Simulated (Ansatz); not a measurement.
Cartesian coordinates in Å:
```
Br 0.783 -2.703 -0.145
Si 0.854 -0.459 -0.137
N -0.640 0.335 -0.556
Al -0.496 0.895 1.130
H 2.024 -0.167 -1.006
H -1.180 0.323 -1.409
H -1.346 1.776 2.122
```

The species carries charge 0 and has multiplicity 1.

(1) List the PBE/def2-TZVPP orbital energies in eV (the Gaussian-basis code of Ansatz). (Estimate.)

## Answers

(1) Ansatz gave: Occupied: -13088.50, -1780.40, -1681.64, -1516.00, -1515.95, -1515.94, -1507.03, -380.26, -228.42, -170.57, -170.40, -170.38, -138.00, -107.31, -94.78, -94.74, -94.68, -69.39, -69.24, -69.17, -67.24, -67.20, -67.18, -67.06, -67.05, -20.60, -18.90, -13.48, -11.30, -9.58, -8.96, -8.15, -7.32, -6.96, -6.76, -5.67. Lowest empty: -2.13, -1.91, -0.87, -0.14, 0.61, 1.05, 1.43, 1.99.
